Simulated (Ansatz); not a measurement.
The same path of AlBFH₅O₂ (10 atoms, charge 0, multiplicity 1) was run 3 times with different band settings. Lost on the way: B1–H2, F3–Al7, O6–H10. Made: B1–F3, H2–H10.

The calculation used Ansatz, RKS BLYP/6-31G*.

Relaxed end points:

```xyz
10
Properties=species:S:1:pos:R:3
B -0.750 -0.039 0.558
H -0.768 -1.223 0.750
F 1.961 0.869 0.496
O -0.984 0.575 -0.624
H -1.067 -0.057 -1.366
O -0.529 0.845 1.650
Al 1.210 1.986 1.534
H 1.559 1.808 3.095
H 0.816 3.396 0.902
H -0.454 0.361 2.500
```

```xyz
10
Properties=species:S:1:pos:R:3
B 0.224 0.626 -0.208
H -0.945 -1.937 2.596
F 1.071 -0.278 -0.764
O -1.050 0.766 -0.717
H -1.195 0.147 -1.462
O 0.631 1.378 0.841
Al 0.909 2.660 1.948
H 0.733 2.331 3.492
H 1.362 4.066 1.359
H -0.748 -1.239 2.410
```

Common settings: spring 5.0 eV/Å²; optimiser quadratic models (default); start path through a guess of the saddle point; force threshold 0.05 eV/Å; iteration limit 60; end points relaxed.

| run | movable images | climbing image |
| --- | --- | --- |
| 1 | 7 | yes |
| 2 | 6 | no |
| 3 | 1 | yes |

Problem. What does each run give, and how far can it be trusted?

Solution. Run 1: converged after 39 iterations, highest image 2.175 eV above the first end. Beside the main top the profile has a ripple of under 15 meV (maxima at images 3, 5), which may be a very shallow well or noise. Neighbouring images differ by up to 2.2 eV, so the band resolves the path poorly. A vibrational analysis at the climbing image gives one clearly imaginary mode, 1446i cm⁻¹: a first-order saddle point.
Run 2: converged after 48 iterations, highest image 1.140 eV above the first end. No image climbed, so the highest image needn't sit at the top of the path. A band with more images between the same ends climbed to 2.17 eV, so this one has probably stepped over the top.
Run 3: converged after 22 iterations, highest image 2.177 eV above the first end. Neighbouring images differ by up to 2.4 eV, so the band resolves the path poorly. Another band between the same ends (7 images) ends at a top of the same energy, where a vibrational analysis finds 1 clearly imaginary mode. So few images can step over the top or miss a turn of the path.
The orbitals stay closed-shell, which can raise the energy where a bond breaks towards radicals; this wasn't checked here.
